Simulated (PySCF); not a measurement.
Computed IR spectrum (relative IR intensity) of a molecule C₈H₆N₂. Geometry optimised at PBE-D3(BJ)/def2-SVP. Other conformers were not sampled. Method: PBE-D3(BJ)/def2-SVP (PySCF). Harmonic, unscaled wavenumbers; measured fundamentals usually lie a few per cent lower.

ν (cm⁻¹): 179 (w), 390 (w), 403 (m), 595 (w), 755 (vs), 758 (w), 853 (s), 933 (m), 964 (vw), 1009 (w), 1033 (m), 1101 (m), 1199 (w), 1330 (w), 1365 (w), 1368 (w), 1464 (w), 1501 (s), 1573 (w), 1628 (vw), 3064 (w), 3079 (vs), 3116 (vw), 3127 (w), 3138 (w), 3142 (m) (against the strongest line: vs over 80 %, s over 45 %, m over 15 %, w over 4 %, vw less)

Task: Which structure fits?
(A) C#Cc1cnc(C=C)nc1
(B) c1ccc2nccnc2c1
(C) C=Cc1ccc(C#N)cn1
(D) C#Cc1cncc(C=C)n1

Result: B, c1ccc2nccnc2c1
